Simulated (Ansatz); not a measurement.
Relaxation of CH5ClGeSe (9 atoms, charge 0, multiplicity 1), to a largest force component of 0.02 eV/Å in at most 50 steps.

Level of theory: RKS PBE/def2-SVP (Ansatz).

```xyz
9
Properties=species:S:1:pos:R:3:forces:R:3
Cl -1.867 -1.436 0.192 -0.28 0.12 -0.04
C -1.195 0.215 -0.034 -0.75 0.25 -0.61
Ge 0.620 0.190 0.570 1.74 0.22 0.51
Se 1.970 -1.316 -0.728 -0.49 0.50 -0.37
H -1.214 0.489 -1.125 -0.20 -0.14 0.50
H -1.765 0.979 0.554 -0.03 -0.35 -0.23
H 1.289 1.609 0.447 -0.22 -0.11 -0.05
H 0.733 -0.233 2.063 -0.08 -0.10 -0.14
H 1.518 -0.542 -1.956 0.30 -0.39 0.43
```

Problem. Where does it end, and by what steps?

Solution. It converged. After 11 steps the energy has fallen by 0.130 eV; H9 moved furthest, 0.45 Å.

| step | energy less start (eV) | largest force component (eV/Å) | accepted |
| --- | --- | --- | --- |
| 0 | 0.0000 | 1.741 | yes |
| 1 | -0.1037 | 0.665 | yes |
| 2 | -0.1186 | 0.222 | yes |
| 3 | -0.1225 | 0.074 | yes |
| 4 | -0.1234 | 0.037 | yes |
| 5 | -0.1275 | 0.042 | yes |
| 6 | -0.1240 | 0.358 | no |
| 7 | -0.1287 | 0.025 | yes |
| 8 | -0.1292 | 0.058 | yes |
| 9 | -0.1295 | 0.055 | yes |
| 10 | -0.1291 | 0.084 | no |
| 11 | -0.1297 | 0.005 | yes |

```xyz
9
Properties=species:S:1:pos:R:3
Cl -2.041 -1.368 0.328
C -1.256 0.214 -0.003
Ge 0.659 0.183 0.526
Se 1.902 -1.369 -0.772
H -1.359 0.436 -1.083
H -1.792 0.997 0.571
H 1.252 1.613 0.361
H 0.770 -0.308 1.989
H 1.954 -0.444 -1.933
```

Time of the run: 31 s on 2 threads of Arm Neoverse V2, on a shared host, peak memory 0.18 GiB.
